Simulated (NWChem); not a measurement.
System: C3H7NSi; SMILES C1N[SiH2]C1=C

Here is an NWChem input.

```
start job
memory heap 200 mb stack 900 mb global 1100 mb
geometry units angstroms noautoz
  C      0.436037    -2.120296     0.000000
  C      0.081116    -0.837692     0.000000
  C     -1.313694    -0.211227     0.000000
  N     -0.887966     1.185948     0.000000
  Si     0.820241     0.895406     0.000000
  H      1.486923    -2.425338     0.000000
  H     -0.306861    -2.927626     0.000000
  H     -1.902237    -0.502309     0.893531
  H     -1.902237    -0.502309    -0.893531
  H     -1.541605     1.954135     0.000000
  H      1.606435     1.337213    -1.198861
  H      1.606435     1.337213     1.198861
end
basis spherical
  * library 6-31+g*
end
dft
  xc pbe0
  iterations 150
end
tddft
  cis
  nroots 8
  notriplet
end
task tddft energy
```

Excerpt of the output:

```
             Northwest Computational Chemistry Package (NWChem) 7.3.0
             --------------------------------------------------------

 CS  symmetry detected

                             Geometry "geometry" -> ""
                             -------------------------

 Output coordinates in angstroms (scale by  1.889725989 to convert to a.u.)

  No.       Tag          Charge          X              Y              Z
 ---- ---------------- ---------- -------------- -------------- --------------
    1 C                    6.0000     0.36135159    -2.13838728     0.00000000
    2 C                    6.0000     0.05773981    -0.84267828     0.00000000
    3 C                    6.0000    -1.31104205    -0.16121695     0.00000000
    4 N                    7.0000    -0.83006470     1.21791433     0.00000000
    5 Si                  14.0000     0.86523068     0.85964159     0.00000000
    6 H                    1.0000     1.39926952    -2.48499712     0.00000000
    7 H                    1.0000    -0.41307774    -2.91552200     0.00000000
    8 H                    1.0000    -1.91069974    -0.42865340     0.89353100
    9 H                    1.0000    -1.91069974    -0.42865340    -0.89353100
   10 H                    1.0000    -1.45262399     2.01149807     0.00000000
   11 H                    1.0000     1.66837946     1.26982018    -1.19886100
   12 H                    1.0000     1.66837946     1.26982018     1.19886100

 Effective nuclear repulsion energy (a.u.)     218.6935156681

      Symmetry information
      --------------------

 Group name             Cs
 Group number              2
 Group order               2
 No. of unique centers    10

                                 NWChem DFT Module
                                 -----------------

 Summary of "ao basis" -> "ao basis" (spherical)
 ------------------------------------------------------------------------------
       Tag                 Description            Shells   Functions and Types
 ---------------- ------------------------------  ------  ---------------------
 C                          6-31+g*                  8       18   4s3p1d
 N                          6-31+g*                  8       18   4s3p1d
 Si                         6-31+g*                 10       22   5s4p1d
 H                          6-31+g*                  2        2   2s

      Symmetry analysis of basis
      --------------------------

        a'         78
        a"         30

            General Information
            -------------------
          SCF calculation type: DFT
          Wavefunction type:  closed shell.
          No. of atoms     :    12
          No. of electrons :    46
           Alpha electrons :    23
            Beta electrons :    23
          Charge           :     0
          Spin multiplicity:     1
          Use of symmetry is: off; symmetry adaption is: on
          Maximum number of iterations: 150
          AO basis - number of functions:   108
                     number of shells:    56
          Convergence on energy requested:  1.00D-06
          Convergence on density requested:  1.00D-05
          Convergence on gradient requested:  5.00D-04

              XC Information
              --------------
                         PBE0 Method XC Functional
                     Hartree-Fock (Exact) Exchange  0.250
          PerdewBurkeErnzerhof Exchange Functional  0.750
            Perdew 1991 LDA Correlation Functional  1.000 local
           PerdewBurkeErnz. Correlation Functional  1.000 non-local

[...]

                                NWChem TDDFT Module
                                -------------------

            General Information
            -------------------
           No. of orbitals :     216
            Alpha orbitals :     108
             Beta orbitals :     108
        Alpha frozen cores :       0
         Beta frozen cores :       0
     Alpha frozen virtuals :       0
      Beta frozen virtuals :       0
         Spin multiplicity :       1
    Number of AO functions :     108
        Use of symmetry is : off
      Symmetry adaption is : on
         Schwarz screening :  0.10D-07

              XC Information
              --------------
                  PBE0 Method XC Functional
              Hartree-Fock (Exact) Exchange   0.25
   PerdewBurkeErnzerhof Exchange Functional   0.75
     Perdew 1991 LDA Correlation Functional   1.00 local
    PerdewBurkeErnz. Correlation Functional   1.00 non-local

             TDDFT Information
             -----------------
          Calculation type : Tamm-Dancoff TDDFT
         Wavefunction type : Restricted singlets
          No. of electrons :      46
           Alpha electrons :      23
            Beta electrons :      23
              No. of roots :       8
          Max subspacesize :    5600
            Max iterations :     100
               Target root :       1
           Target symmetry : none
      Symmetry restriction : off
                 Algorithm : Optimal
        Davidson threshold :  0.10D-03

    8 smallest eigenvalue differences (eV)
--------------------------------------------------------
  No. Spin  Occ  Vir  Irrep   E(Occ)    E(Vir)   E(Diff)
--------------------------------------------------------
    1    1   23   24 a'       -0.242    -0.013     6.243
    2    1   23   25 a"       -0.242    -0.009     6.352
    3    1   23   26 a"       -0.242     0.013     6.949
    4    1   22   24 a'       -0.278    -0.013     7.222
    5    1   22   25 a"       -0.278    -0.009     7.331
    6    1   23   27 a"       -0.242     0.032     7.466
    7    1   23   28 a"       -0.242     0.041     7.721
    8    1   21   24 a"       -0.301    -0.013     7.826
--------------------------------------------------------

  Entering Davidson iterations
  Restricted singlet excited states

  Iter   NTrls   NConv    DeltaV     DeltaE      Time
  ----  ------  ------  ---------  ---------  ---------
    1      8       0     0.22E+00   0.10+100       14.7
    2     16       0     0.40E-01   0.48E-01       15.0
    3     24       0     0.33E-01   0.63E-02       15.6
    4     32       0     0.28E-01   0.51E-02       14.8
    5     40       3     0.11E-01   0.20E-02       14.8
    6     45       6     0.68E-02   0.81E-03       11.5
    7     47       7     0.15E-02   0.12E-03        8.2
    8     48       7     0.39E-03   0.64E-05        7.0
    9     49       8     0.78E-04   0.34E-06        6.9
  ----  ------  ------  ---------  ---------  ---------
  Convergence criterion met

  Ground state a'       -462.388767592274 a.u.

  ----------------------------------------------------------------------------
  Root   1 singlet a"             0.185255846 a.u.                5.0411 eV
  ----------------------------------------------------------------------------
     Transition Moments    X  0.00000   Y -0.00000   Z -0.15360
     Dipole Oscillator Strength                    0.0029137308
     Electric Quadrupole                           0.0000000050
     Magnetic Dipole                               0.0000011854
     Total Oscillator Strength                     0.0029149213

     Occ.   23  a"  ---  Virt.   25  a'       0.98812
     Occ.   23  a"  ---  Virt.   26  a'      -0.08293
     Occ.   23  a"  ---  Virt.   32  a'       0.05033
     Occ.   23  a"  ---  Virt.   36  a'      -0.05365
  ----------------------------------------------------------------------------
  Root   2 singlet a'             0.190722527 a.u.                5.1898 eV
  ----------------------------------------------------------------------------
     Transition Moments    X  0.10737   Y -0.05014   Z -0.00000
     Dipole Oscillator Strength                    0.0017853928
     Electric Quadrupole                           0.0000002171
     Magnetic Dipole                               0.0000000203
     Total Oscillator Strength                     0.0017856302

     Occ.   22  a"  ---  Virt.   24  a"       0.10799
     Occ.   23  a"  ---  Virt.   24  a"      -0.98880
  ----------------------------------------------------------------------------
  Root   3 singlet a"             0.214596947 a.u.                5.8395 eV
  ----------------------------------------------------------------------------
     Transition Moments    X  0.00000   Y  0.00000   Z -0.13941
     Dipole Oscillator Strength                    0.0027806770
     Electric Quadrupole                           0.0000000192
     Magnetic Dipole                               0.0000000076
     Total Oscillator Strength                     0.0027807038

     Occ.   22  a"  ---  Virt.   25  a'       0.12845
     Occ.   23  a"  ---  Virt.   25  a'       0.07452
     Occ.   23  a"  ---  Virt.   26  a'       0.95346
     Occ.   23  a"  ---  Virt.   27  a'       0.16999
     Occ.   23  a"  ---  Virt.   28  a'      -0.15772
     Occ.   23  a"  ---  Virt.   32  a'       0.05284
     Occ.   23  a"  ---  Virt.   38  a'      -0.05460
  ----------------------------------------------------------------------------
  Root   4 singlet a"             0.226399480 a.u.                6.1606 eV
  ----------------------------------------------------------------------------
     Transition Moments    X  0.00000   Y  0.00000   Z -0.32152
     Dipole Oscillator Strength                    0.0156023503
     Electric Quadrupole                           0.0000000403
     Magnetic Dipole                               0.0000004377
     Total Oscillator Strength                     0.0156028284

[...]
```

Level: PBE0/6-31+G* (spherical d), TDA. The geometry was optimised at PBE0/def2-SVP. Not confirmed as a minimum by frequencies.
